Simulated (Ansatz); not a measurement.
C$_{2}$H$_{9}$NSn, SMILES `CC[NH][SnH3]`, relaxed with RKS PBE0-D4/def2-TZVP in Ansatz 0.2.0 from a PBE-D4/def2-SVP geometry. The force threshold is 0.005 eV/Å; the program also tests the step.

Charge 0, multiplicity 1. Sn takes the def2 core potential.

Start:

```xyz
13

C    -0.766   -0.192    1.948
C    -0.561    0.325    0.524
N     0.380   -0.518   -0.210
Sn    1.106    0.138   -2.036
H    -1.449    0.468    2.522
H     0.203   -0.257    2.483
H    -1.216   -1.208    1.940
H    -1.563    0.434    0.032
H    -0.139    1.355    0.570
H     0.026   -1.482   -0.275
H     2.105   -1.142   -2.623
H     2.014    1.562   -1.679
H    -0.140    0.517   -3.195
```

Task: By how much does the energy fall, and how many steps does the optimiser take? (Best estimate.)

Result: Computed: 6.02 kJ/mol, in 7 steps.

Task: Which bonds change most? (Best estimate.)

Result: Computed: N3–Sn4 from 2.071 to 2.028 Å; Sn4–H13 from 1.743 to 1.718 Å; Sn4–H11 from 1.726 to 1.705 Å; Sn4–H12 from 1.727 to 1.706 Å.

Task: Give the relaxed structure. (An estimate is asked.)

Result: Computed: 
```xyz
13

C    -0.770   -0.190    1.920
C    -0.542    0.328    0.514
N     0.396   -0.514   -0.210
Sn    1.093    0.131   -2.002
H    -1.453    0.460    2.474
H     0.176   -0.250    2.463
H    -1.210   -1.192    1.897
H    -1.516    0.434    0.008
H    -0.118    1.338    0.569
H     0.062   -1.470   -0.245
H     2.064   -1.125   -2.622
H     1.992    1.543   -1.671
H    -0.176    0.508   -3.096
```
